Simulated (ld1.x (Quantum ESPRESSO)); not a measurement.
# What one change does to a pseudopotential (bismuth (Bi), TM)

```
Element                 : bismuth (Bi)
Generator               : ld1.x (Quantum ESPRESSO) 7.5
Type                    : norm-conserving Troullier–Martins (Kleinman–Bylander form)
Functional              : PBE
Relativity              : scalar-relativistic
Frozen core             : [Xe] 4f14 5d10
Valence charge          : 5
Reference configuration : 6s2 6p0 (charge +3)
Partial waves           : 6s (bound): rc 1.55 bohr; 6p (bound, empty): rc 2.05 bohr; 6d channel at 0.05 Ry: rc 2.25 bohr
Local potential         : the d channel
Core correction         : none
```

Change: wave 6d channel at 0.05 Ry: rc 2.25 bohr becomes 6d channel at 0.05 Ry: rc 2.90 bohr.

Cutoffs: the cutoffs (Ry, on a coarse ladder) from which the occupation-weighted sum of valence levels, in a spherical-Bessel basis at the reference potential, stays within 10 and 1 mRy of its value at 400 Ry; they do not see the model core or the augmentation charge, which bear on the density cutoff. Errors are all-electron minus pseudo energies relative to the spin-unpolarised reference configuration.

Problem. Predict the effect on cutoff, ghosts and configuration errors.

Solution. The potential gets neither clearly harder nor softer (55 Ry and 110 Ry → 55 Ry and 110 Ry); the bound ghost in p, s disappears; of the 7 tests that both files solve, the error grows in 5 and shrinks in 0 by more than 15 % and 0.3 meV (median size 439.0 → 559.3 meV). More of the atom is replaced by a form fitted at one configuration, so other configurations suffer.

| quantity | base | changed |
| --- | --- | --- |
| cutoff, loose | 55 Ry | 55 Ry |
| cutoff, tight | 110 Ry | 110 Ry |
| bound ghosts | s, p | none |
| error for 6s2 6p3, meV [ΔE -46.50 eV] | +439 | +559 |
| error for 6s2 6p2, meV [ΔE -38.59 eV] | +288 | +353 |
| error for 6s2 6p1, meV [ΔE -23.34 eV] | +112 | +130 |
| error for 6s1 6p4, meV [ΔE -36.42 eV] | +638 | +715 |
| error for 6s0 6p5, meV [ΔE -26.00 eV] | +902 | +959 |
| error for 6s2 6p2.5, meV [ΔE -43.41 eV] | +369 | +463 |
| error for 6s2 6p3.3, meV [ΔE -47.60 eV] | +474 | +608 |

 A true bound ghost makes a file unfit for plane-wave use even where its test errors are small: the radial tests pick states by their node count and pass the ghost by.
